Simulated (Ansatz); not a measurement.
This geometry of CH5BSSi (9 atoms, charge 0, multiplicity 1) is a first-order saddle point.

These are results of Ansatz, RKS CAM-B3LYP-D4/STO-3G, not measurements.

```xyz
9
Properties=species:S:1:pos:R:3
B -0.722 1.288 -0.664
C 0.465 0.307 -0.481
Si 0.266 -1.106 0.746
S 1.829 0.542 -1.359
H -1.718 1.150 -0.060
H -0.640 2.186 -1.411
H 1.439 -1.938 0.766
H -0.875 -1.905 0.381
H 0.045 -0.570 2.064
```

Q: Which two structures does it join? (They come from a converged band through this point; their orientation in space is the band's.)

A: No bond is made or broken. The dihedral H6–B1–C2–Si3 goes from 79 to -80°. The two ends are copies of one structure, up to a mirror image or an exchange of like atoms.

Image 0:

```xyz
9
Properties=species:S:1:pos:R:3
B -0.644 1.280 -0.973
C 0.183 0.124 -0.351
Si 0.389 -1.111 1.024
S 1.013 0.513 -1.720
H -1.610 1.023 -1.575
H -0.525 2.357 -0.538
H 1.562 -1.917 0.810
H -0.787 -1.939 1.049
H 0.508 -0.377 2.256
```

Image 8:

```xyz
9
Properties=species:S:1:pos:R:3
B -0.660 1.258 -0.991
C 0.191 0.135 -0.342
Si 0.393 -1.105 1.029
S 1.069 0.587 -1.661
H -0.620 2.332 -0.536
H -1.580 0.962 -1.646
H 1.565 -1.912 0.814
H -0.784 -1.931 1.055
H 0.515 -0.372 2.261
```

Q: How far does it lie above each of them?

A: 21.6 kcal/mol above the first and 21.6 kcal/mol above the second. This is the barrier of this one path; another mechanism may lie lower. Limits of this set-up: minimal basis.

The run took 2.4 min on 1 thread of Arm Neoverse V1, on a shared host, peak memory 0.2 GiB.
